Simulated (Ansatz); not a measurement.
`FC(F)(F)c1sc(-c2sc(-c3sc(-c4sc(C(F)(F)F)c5c4OCCO5)c4c3OCCO4)c3c2OCCO3)c2c1OCCO2` with charge +1. Charge 1, multiplicity 2. Geometry r2SCAN-D4/def2-SVP, that of the neutral singlet; atoms count from 1.

```xyz
60

F     6.685    2.825   -5.122
C     5.800    1.877   -5.485
F     6.442    1.072   -6.351
F     4.809    2.490   -6.159
C     5.263    1.130   -4.320
S     3.581    1.155   -3.907
C     3.835    0.135   -2.513
C     2.747   -0.234   -1.649
S     1.477    0.895   -1.241
C     0.640   -0.272   -0.244
C    -0.599    0.052    0.406
S    -1.813    1.036   -0.379
C    -2.891    0.955    0.994
C    -4.153    1.643    1.002
S    -4.328    3.238    0.313
C    -6.006    3.313    0.737
C    -6.861    4.471    0.370
F    -7.871    4.120   -0.450
F    -6.142    5.418   -0.261
F    -7.430    5.043    1.447
C    -6.411    2.167    1.391
C    -5.361    1.213    1.537
O    -5.560   -0.005    2.096
C    -6.748   -0.038    2.882
C    -7.911    0.565    2.120
O    -7.670    1.944    1.832
C    -2.330    0.175    1.997
C    -1.040   -0.333    1.665
O    -0.296   -1.054    2.537
C    -1.076   -1.565    3.612
C    -1.965   -0.479    4.184
O    -2.903   -0.028    3.210
C     1.342   -1.471   -0.221
C     2.528   -1.448   -1.012
O     3.311   -2.539   -1.181
C     3.051   -3.543   -0.205
C     1.559   -3.766   -0.059
O     0.917   -2.588    0.421
C     5.177   -0.208   -2.402
C     5.984    0.349   -3.439
O     7.319    0.153   -3.514
C     7.764   -0.898   -2.656
C     7.113   -0.786   -1.292
O     5.700   -0.946   -1.392
H    -6.584    0.514    3.826
H    -6.942   -1.095    3.114
H    -8.835    0.527    2.713
H    -8.068    0.014    1.173
H    -1.695   -2.410    3.256
H    -0.368   -1.932    4.368
H    -1.345    0.372    4.526
H    -2.552   -0.856    5.034
H     3.553   -4.457   -0.553
H     3.485   -3.240    0.766
H     1.126   -4.057   -1.035
H     1.350   -4.559    0.674
H     7.519   -1.875   -3.112
H     8.856   -0.800   -2.583
H     7.347    0.198   -0.843
H     7.473   -1.578   -0.621
```

Single mean-field runs in def2-SVP are fitted with def2-universal-jkfit.

(1) Estimate the Mulliken populations of the heavy atoms from the PBE0/def2-SVP orbitals of Ansatz.

(2) Where does the spin sit?

(3) And the Mayer bond orders between heavy atoms (over 0.3, the first 40 of 51)?

Results:

(1) 
```tsv
atom	charge (e)	spin (α − β)
F1	-0.17	0.00
C2	0.68	-0.01
F3	-0.17	0.00
F4	-0.18	0.00
C5	-0.35	0.13
S6	0.24	-0.01
C7	-0.20	-0.01
C8	-0.15	0.20
S9	0.23	-0.03
C10	-0.16	0.12
C11	-0.16	0.12
S12	0.23	-0.03
C13	-0.15	0.20
C14	-0.20	-0.01
S15	0.24	-0.01
C16	-0.35	0.13
C17	0.68	-0.01
F18	-0.17	0.00
F19	-0.18	0.00
F20	-0.17	0.00
C21	0.19	-0.05
C22	0.25	0.08
O23	-0.32	0.02
C24	0.12	0.00
C25	0.13	0.00
O26	-0.32	0.00
C27	0.21	-0.03
C28	0.22	0.04
O29	-0.32	0.02
C30	0.12	0.00
C31	0.12	0.00
O32	-0.32	0.01
C33	0.22	0.04
C34	0.21	-0.03
O35	-0.32	0.01
C36	0.12	0.00
C37	0.12	0.00
O38	-0.32	0.02
C39	0.25	0.08
C40	0.19	-0.05
O41	-0.32	0.00
C42	0.13	0.00
C43	0.11	0.00
O44	-0.32	0.02
```
Mulliken values depend strongly on the basis.

(2) Summed by element: F 0.01, C 0.94, S -0.07, O 0.10, H 0.02, of 1 unpaired in all. Largest on single atoms: C13 0.20, C8 0.20, C16 0.13.

(3) F1–C2 1.16 (1.35 Å); C2–F3 1.16 (1.35 Å); C2–F4 1.12 (1.35 Å); C2–C5 0.93 (1.48 Å); C5–S6 1.13 (1.73 Å); C5–C40 1.52 (1.38 Å); S6–C7 1.12 (1.75 Å); C7–C8 1.16 (1.44 Å); C7–C39 1.42 (1.39 Å); C8–S9 1.11 (1.75 Å); C8–C34 1.41 (1.39 Å); S9–C10 1.09 (1.75 Å); C10–C11 1.21 (1.44 Å); C10–C33 1.39 (1.39 Å); C11–S12 1.09 (1.75 Å); C11–C28 1.39 (1.39 Å); S12–C13 1.11 (1.75 Å); C13–C14 1.16 (1.44 Å); C13–C27 1.41 (1.39 Å); C14–S15 1.12 (1.75 Å); C14–C22 1.43 (1.39 Å); S15–C16 1.13 (1.73 Å); C16–C17 0.93 (1.49 Å); C16–C21 1.52 (1.38 Å); C17–F18 1.16 (1.35 Å); C17–F19 1.12 (1.35 Å); C17–F20 1.15 (1.35 Å); C21–C22 1.19 (1.43 Å); C21–O26 1.17 (1.35 Å); C22–O23 1.17 (1.35 Å); O23–C24 0.91 (1.42 Å); C24–C25 1.07 (1.52 Å); C25–O26 0.91 (1.43 Å); C27–C28 1.22 (1.43 Å); C27–O32 1.16 (1.36 Å); C28–O29 1.17 (1.36 Å); O29–C30 0.91 (1.42 Å); C30–C31 1.07 (1.52 Å); C31–O32 0.91 (1.43 Å); C33–C34 1.22 (1.43 Å).
